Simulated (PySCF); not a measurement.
MIn for M along the third period

PBE with double-zeta basis sets in PySCF, for the lowest determinant that a PBE0 search found; no spin–orbit coupling. De refers to high-spin ground-configuration atoms. A positive dipole means M(−)In(+).

```json
{"M": "Na", "basis": "def2-SVP", "state (unpaired electrons)": "singlet (closed shell)", "Re (Å)": "3.282", "ωe (cm⁻¹)": "136", "De (eV)": "0.85", "μ (D)": "-1.30"}
{"M": "Mg", "basis": "def2-SVP", "state (unpaired electrons)": "doublet (π ↑)", "Re (Å)": "3.005", "ωe (cm⁻¹)": "158", "De (eV)": "0.51", "μ (D)": "-0.81"}
{"M": "Al", "basis": "def2-SVP", "state (unpaired electrons)": "triplet (σ ↑, π ↑)", "Re (Å)": "2.924", "ωe (cm⁻¹)": "186", "De (eV)": "1.49", "μ (D)": "0.62"}
{"M": "Si", "basis": "def2-SVPD", "state (unpaired electrons)": "quartet (σ ↑, π ↑↑)", "Re (Å)": "2.646", "ωe (cm⁻¹)": "248", "De (eV)": "2.48", "μ (D)": "1.86"}
{"M": "P", "basis": "x2c-SVPall", "state (unpaired electrons)": "triplet (π ↑↑)", "Re (Å)": "2.671", "ωe (cm⁻¹)": "250", "De (eV)": "2.10", "μ (D)": "1.69"}
{"M": "Cl", "basis": "def2-SVP", "state (unpaired electrons)": "singlet (closed shell)", "Re (Å)": "2.449", "ωe (cm⁻¹)": "317", "De (eV)": "4.65", "μ (D)": "3.00"}
```

**Question.** By what factor does the well depth vary along the series?

**Answer.** At PBE it runs from 0.51 eV (MgIn) to 4.65 eV (InCl), a factor of 9.12.

The rows differ in basis set, which adds steps of its own.

The state changes along the series, so neighbouring rows are not always alike in their bonding.

Closed-shell solutions of metal pairs were not tested for spin polarisation, which can lower them a little. Spin–orbit coupling is left out, which matters for elements this heavy, above all for dissociation energies. States were picked by a PBE0 search and need not be the measured ground states.
